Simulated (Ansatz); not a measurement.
C3H6AlBr. The species carries charge 0 and has multiplicity 1. The bonds changed during the relaxation, so this is another structure than the one it started from. The geometry is a stationary point of PBE0-D4/def2-TZVP.

```xyz
11

C    -1.418   -0.350   -0.121
C    -0.031    0.133    0.171
Br    1.374   -1.819   -2.551
C     0.223    0.983    1.172
Al    1.553   -0.377   -0.815
H    -2.150    0.072    0.574
H    -1.720   -0.088   -1.139
H    -1.476   -1.441   -0.061
H     1.228    1.339    1.390
H    -0.564    1.364    1.824
H     2.981    0.183   -0.445
```

(1) What is the dipole moment at B3LYP/def2-TZVPP? (An estimate is asked.)

(2) And with PBE, r2SCAN, ωB97M-V? (Best estimate.)

(3) Give the Mulliken charges with B3LYP, PBE, r2SCAN in def2-TZVPP. (An estimate is asked.)

## Answers

(1) Ansatz gave: 1.86 D, with components (-0.83, 0.96, 1.36) D in this frame, pointing from negative to positive charge.

(2) The calculation gave: PBE 1.82 D, r2SCAN 1.87 D, ωB97M-V 1.87 D.

(3) Computed: 
| atom | B3LYP | PBE | r2SCAN |
| --- | --- | --- | --- |
| C1 | -0.20 | -0.21 | -0.11 |
| C2 | -0.12 | -0.10 | -0.19 |
| Br3 | -0.27 | -0.25 | -0.27 |
| C4 | -0.21 | -0.17 | -0.13 |
| Al5 | 0.47 | 0.41 | 0.54 |
| H6 | 0.07 | 0.07 | 0.04 |
| H7 | 0.09 | 0.09 | 0.06 |
| H8 | 0.09 | 0.09 | 0.06 |
| H9 | 0.11 | 0.10 | 0.08 |
| H10 | 0.09 | 0.07 | 0.06 |
| H11 | -0.12 | -0.11 | -0.13 |

B3LYP here is the variant with VWN-RPA as its local correlation; programs differ in this.
